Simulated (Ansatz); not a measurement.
Input (CCSDT(Q)/cc-pV(T+d)Z; Ansatz, a quantum-chemistry and plane-wave program): A basis named .json is the Basis Set Exchange file of that set.

Ansatz 0.2 input:
```yaml
crystal:
  periodic: [false, false, false]
  atoms:
    - {symbol: B, position_ang: [0.08196213, -0.42626595, -1.22542450]}
    - {symbol: H, position_ang: [-0.69398163, -0.03377623, -2.03612104]}
    - {symbol: H, position_ang: [0.85308051, -1.28978876, -1.49574022]}
    - {symbol: P, position_ang: [-0.09241325, 0.11933597, 0.54194469]}
    - {symbol: H, position_ang: [-0.40315153, 1.49150012, 0.48135047]}
    - {symbol: H, position_ang: [1.22044076, 0.17335508, 1.04846288]}
basis:
  gaussian:
    orbitals: cc-pV_T+d_Z.json
magnetization: {spin_polarized: false}
correlation: {method: ccsdt_q, electrons: outside_noble_gas}
```

Output:

```
Functional definition: HF
integrals: 0.33 GiB planned
1588 factors; integrals over basis functions are off by at most 2.0e-7 eV
mean field: 0.43 GiB planned
mean field evaluation 1: about -10005.9066 eV, gradient 1.4e1 eV
mean field evaluation 2: about -10005.9077 eV, gradient 1.4e1 eV
mean field evaluation 4: about -10006.9886 eV, gradient 1.7e0 eV
mean field evaluation 8: about -10007.0076 eV, gradient 4.3e-4 eV
mean field evaluation 16: about -10007.0051 eV, gradient 4.5e-1 eV
mean field -10007.00758531 eV, -367.7507457669 hartree, gradient 3.0e-6 eV, S^2 0.000000; 0 other end points of the search recorded, 0 dependent functions left out
6 core orbitals not correlated
reference -10007.00758531 eV, -367.7507457669 hartree; 6, 6 occupied and 113, 113 virtual orbitals, 1588 factors
second order -7.19735046 eV of doubles, -0.00000000 eV of singles
coupled cluster: 3.14 GiB planned
cycle   1  -7.93830769 eV  change   -7.4e-1 eV  update   8.8e-2
cycle   2  -8.42854862 eV  change   -4.9e-1 eV  update   3.8e-2
cycle   3  -8.63119863 eV  change   -2.0e-1 eV  update   2.3e-2
cycle   4  -8.60154481 eV  change    3.0e-2 eV  update   8.9e-3
cycle   5  -8.59668026 eV  change    4.9e-3 eV  update   5.8e-3
cycle   6  -8.60355591 eV  change   -6.9e-3 eV  update   1.9e-3
cycle   7  -8.60177558 eV  change    1.8e-3 eV  update   7.4e-4
cycle   8  -8.60154851 eV  change    2.3e-4 eV  update   2.7e-4
cycle   9  -8.60196100 eV  change   -4.1e-4 eV  update   1.1e-4
cycle  10  -8.60186910 eV  change    9.2e-5 eV  update   4.5e-5
cycle  11  -8.60186199 eV  change    7.1e-6 eV  update   2.1e-5
cycle  12  -8.60185942 eV  change    2.6e-6 eV  update   8.7e-6
cycle  13  -8.60186586 eV  change   -6.4e-6 eV  update   3.3e-6
cycle  14  -8.60187047 eV  change   -4.6e-6 eV  update   1.2e-6
cycle  15  -8.60187152 eV  change   -1.1e-6 eV  update   5.4e-7
perturbative correction -0.01568236 eV, -0.0005763163 hartree
Total energy: -10015.62513920 eV, -368.0674350309 hartree
```
